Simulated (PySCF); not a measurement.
# From computed data to an observable: oscillator strength and radiative lifetime

CH11ClSi4, SMILES [SiH3][SiH]([SiH3])C[SiH2]Cl.

Coordinates come from a PBE0-D3(BJ)/def2-SVP optimisation. The structure was generated by enumeration, and PubChem lists no compound with its InChIKey, so it may never have been made. One conformer was computed; it need not be the lowest.

TDA-PBE/def2-SVPD run with PySCF puts the first singlet state with f over 0.02 at 6.14 eV (vertical), with the transition dipole (-0.051, -0.357, -0.687) in atomic units.

Q: Find the oscillator strength, the wavelength and the radiative lifetime that this transition would have in vacuum if emission retraced absorption.

A: 
|μ|² = 0.6020 au, so |μ| = 1.97 D. ΔE = 6.14/27.211 = 0.2256 hartree. f = (2/3) ΔE |μ|² = 0.091 (the program prints 0.090).
λ = 1239.84/6.14 = 202 nm; ν = 49522 cm⁻¹.
Einstein's coefficient A = 0.6670 ν² f s⁻¹ (ν in cm⁻¹) = 1.5e8 s⁻¹, so τ = 1/A = 6.8 ns. This state is S3; the lower singlets have f = 0.008, 0.011. The figure is the radiative limit of this one transition; relaxation, internal conversion, crossing to triplets and a medium change what is measured.
